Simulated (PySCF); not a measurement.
# Adding and removing an electron: RbNa

BP86; Rb def2-SVPD with ECP28, Na def2-SVPD; scalar-relativistic core potentials (PySCF 2.14). Neutral (UKS): singlet (closed shell), Re = 3.696 Å, ωe = 101 cm⁻¹, De = 0.60 eV, HOMO -2.83 eV, LUMO -1.77 eV.

RbNa⁺ (UKS): doublet (σ ↑), Re = 4.296 Å, ωe = 68.7 cm⁻¹, De = 0.47 eV to Rb⁺ + Na. The energies at the minima are -186.36611 hartree for RbNa and -186.20219 for RbNa⁺.

Problem. Work out the adiabatic ionisation energy, without and with harmonic zero-point energies (1 hartree = 27.2114 eV, 1 eV = 8065.5 cm⁻¹), and the change of the bond length.

Solution. At BP86: 0.16392 hartree = 4.460 eV between the minima; the zero-point term (68.7 − 101.0)/2 cm⁻¹ = -0.002 eV makes it 4.458 eV. Re changes by +60.0 pm against the neutral. Minus the HOMO energy is 2.83 eV, -1.63 eV from the value between the minima; self-interaction puts the Kohn–Sham level too high, less so with exact exchange. The electron leaves a σ orbital, and the ion is left as a loose complex of an ion and an atom.

Closed-shell solutions of metal pairs were not tested for spin polarisation, which can lower them a little. Weak bonds: RbNa⁺. Basis-set superposition, not corrected here, can be much of De in a small basis, most of all at correlated wavefunction levels. Spin–orbit coupling is left out. For an ion De counts to the pair picked by the measured ionisation energies or electron affinities, which need not be the lowest pair at this level. States were picked by a PBE0 search and need not be the measured ground states.
